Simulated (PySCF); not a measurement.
**Removing an electron from `CCC[SiH2]OC`**

C₄H₁₂OSi.
Cartesian coordinates in Å at the PBE0-D3(BJ)/def2-SVP level; atoms count from 1:
```
atom  x, y, z in Å
C1    -2.8621    0.1256   -0.0739
C2    -1.3989    0.4588   -0.3223
C3    -0.5845   -0.7312   -0.8292
Si4    1.2288   -0.3619   -1.0847
O5     1.8213    0.1375    0.3942
C6     3.1336    0.5670    0.6122
H7    -3.4217    1.0020    0.2882
H8    -2.9648   -0.6711    0.6805
H9    -3.3532   -0.2281   -0.9949
H10   -1.3279    1.2874   -1.0490
H11   -0.9399    0.8371    0.6065
H12   -0.6511   -1.5735   -0.1173
H13   -0.9960   -1.1083   -1.7836
H14    1.4346    0.7249   -2.1000
H15    1.9721   -1.5754   -1.5588
H16    3.3894    1.4524   -0.0001
H17    3.2466    0.8459    1.6714
H18    3.8744   -0.2241    0.3902
```

Level: CAM-B3LYP/def2-SVPD (PySCF). Frontier orbitals with their largest atomic shares (Löwdin; up to four atoms above 4 %):

```
orbital  ε (eV)                            main atoms
 HOMO−3  -10.66   C2 24 %, C3 13 %, H10 12 %, C1 12 %
 HOMO−2  -10.34    O5 38 %, C6 15 %, H17 8 %, Si4 8 %
 HOMO−1   -9.72    C3 26 %, Si4 20 %, O5 15 %, C1 8 %
   HOMO   -9.38                                     ?
   LUMO    1.34    C6 26 %, Si4 22 %, O5 9 %, H18 8 %
 LUMO+1    1.43  Si4 19 %, C1 13 %, C3 11 %, H13 10 %
 LUMO+2    1.79   Si4 21 %, C1 12 %, H15 9 %, H14 9 %
```

What vertical ionisation energy does ΔSCF give, and how far is −ε(HOMO) from it?

ΔSCF: 10.22 eV (986 kJ/mol; threshold wavelength 121 nm); ⟨S²⟩ of the doublet left behind is 0.759, against 0.75 for a pure doublet. −ε(HOMO) is 9.38 eV, 0.84 eV below it. For the exact functional −ε(HOMO) would equal the first vertical ionisation energy; CAM-B3LYP (range-separated hybrid) falls short of its own ΔSCF value by 8 %. Holes in the HOMO−1 and HOMO−2 were tried too where these lie within 1.2 eV of the HOMO; the lowest converged state counts.

On which atoms does the HOMO lie?

O5 (silyl ether oxygen) 50 %, Si4 (oxygen-bound silicon) 13 %, C6 (methoxy carbon) 10 %, H15 (Si–H hydrogen) 8 %. The HOMO−1 lies 0.34 eV lower.

What kinetic energy would electrons from this vertical process carry with 118.2 nm light (10.49 eV)?

10.49 − 10.22 = 0.27 eV.

What total energies stand behind the ΔSCF value?

E(N) = -524.03068 Eh and E(N − 1) = -523.65499 Eh at the same geometry, 0.37569 Eh apart.

Shift the occupied levels rigidly so that −ε(HOMO) equals the ΔSCF value. What binding energies result?

The shift is +0.84 eV: HOMO 10.22, HOMO−1 10.56, HOMO−2 11.18, HOMO−3 11.50 eV. A rigid shift is only a rough guide to the deeper ionisations.

How many of the 10 lowest singlet excitations (vertical TDDFT, same level) lie below the ionisation energy?

All 10; they run from 7.31 to 8.95 eV.

One conformer (not necessarily the lowest) at the PBE0-D3(BJ)/def2-SVP geometry, without solvent, vibrations or thermal averaging.

These values come from a run that also computed excited states and ΔSCF ions. Hardware: an x86-64 server with one thread, no GPU, on a shared host. Cost: 6.7 min.
